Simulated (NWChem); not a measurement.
System: SiNH$_{5}$O$_{3}$; SMILES N[Si](O)(O)O

```xyz
10

N      0.7735     1.5574    -0.1198
Si    -0.0456     0.0656     0.0095
O     -0.7181    -0.3462     1.4693
O      1.1224    -1.0538    -0.3298
O     -1.3549     0.0696    -1.0112
H      1.7534     1.6029     0.1329
H      0.2999     2.4355     0.0508
H     -1.6797    -0.3537     1.4680
H      0.9766    -1.9040     0.0950
H     -1.1760     0.4215    -1.8880
```
Atoms are numbered in this order, from 1.

Program: NWChem. All runs use the structure optimised with PBE0/def2-SVP. GIAO values for the isolated, static molecule; σ is the absolute isotropic shielding, δ = σ(reference) − σ with the isolated reference molecule computed at the same levels (1H: tetramethylsilane, 17O: water, 29Si: tetramethylsilane).

For level BHandHLYP/pcSseg-1:

```
Quantity     Value
-----------  -----
δ Si2 (ppm)  -57.4
δ O3 (ppm)    44.2
δ O4 (ppm)    46.7
δ O5 (ppm)    51.7
δ H7 (ppm)    0.31
δ H8 (ppm)    1.82
δ H10 (ppm)   1.69
```

**Question.** Estimate the same quantities for level PBE/pcSseg-1.

**Answer.** The δ Si2 (ppm) is -51.0. The δ O3 (ppm) is 55.0 and the δ O4 (ppm) comes out as 59.5. The δ O5 (ppm) comes out as 64.9. The δ H7 (ppm) is 0.06 and the δ H8 (ppm) is 1.48. The δ H10 (ppm) comes out as 1.35.
